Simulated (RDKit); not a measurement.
RDKit input (UFF):

```python
from rdkit import Chem
from rdkit.Chem import AllChem, rdDetermineBonds

mol = Chem.MolFromXYZFile('mol.xyz')
rdDetermineBonds.DetermineBonds(mol, charge=1)
print('SMILES', Chem.MolToSmiles(Chem.RemoveHs(mol)))
ff = AllChem.UFFGetMoleculeForceField(mol)
e0 = ff.CalcEnergy()
flag = ff.Minimize(maxIts=5000, forceTol=1e-5)
print(f'energy {e0:.4f} -> {ff.CalcEnergy():.4f} kcal/mol, converged: {flag == 0}')
print(Chem.MolToXYZBlock(mol))
```
mol.xyz:
```
3

C     -0.00000000    -0.00000000    -0.51434300
O      0.00000000     0.00000000     0.58709700
H     -0.00000000    -0.00000000    -1.61072400
```

Output:

```
SMILES C#[O+]
energy 1.2731 -> 0.0000 kcal/mol, converged: True
3

C      0.000000    0.000000   -0.535886
O      0.000000    0.000000    0.592235
H      0.000000    0.000000   -1.594319
```

The dipole moment of an ion depends on the origin.

The geometry given is a B3LYP-D3(BJ)/def2-TZVP minimum.
